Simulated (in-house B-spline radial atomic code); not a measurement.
# Neutral copper: [Ar] 3d10 4s1

All numbers are computed (Dirac-Kohn-Sham HSE06, spherical fractional occupations; Fermi nucleus of rms radius 3.8823 fm) with an all-electron radial atomic-structure program (B-spline basis), not measured.

Effective charges: Z_r = [3n² - l(l+1)]/(2<r>) from the radius, Z_e = n√(-2ε) from the energy, and Slater's rules. Values are occupation-weighted means over j.

| shell | electrons | ε (eV) | <r> (bohr) | Z_r | Z_e | Slater |
| --- | --- | --- | --- | --- | --- | --- |
| 1s | 2 | -8899.5 | 0.05212 | 28.78 | 25.58 | 28.70 |
| 2s | 2 | -1079.9 | 0.2346 | 25.57 | 17.82 | 24.85 |
| 2p | 6 | -930.87 | 0.2063 | 24.24 | 16.54 | 24.85 |
| 3s | 2 | -121.01 | 0.7118 | 18.97 | 8.95 | 17.75 |
| 3p | 6 | -76.832 | 0.7502 | 16.66 | 7.13 | 17.75 |
| 3d | 10 | -6.8071 | 1.032 | 10.18 | 2.12 | 7.85 |
| 4s | 1 | -4.367 | 3.04 | 7.90 | 2.27 | 3.70 |

The least bound orbital is 4s1/2 at -4.367 eV, and it is also the most diffuse (<r> = 3.04 bohr).

Spin-orbit splittings of the orbital energies (j = l + 1/2 above j = l - 1/2 when positive): 2p 20.57 eV, 3p 2.63 eV, 3d 0.2942 eV.

For the 1s electron the small component carries 1.09 % of the norm, the zero-frequency Breit interaction raises the level by 11.83 eV, self-energy by 6 eV, and vacuum polarisation lowers it by 0.5449 eV.

Caution: exact exchange at fractional occupations of open shells leaves self-interaction of up to several eV.
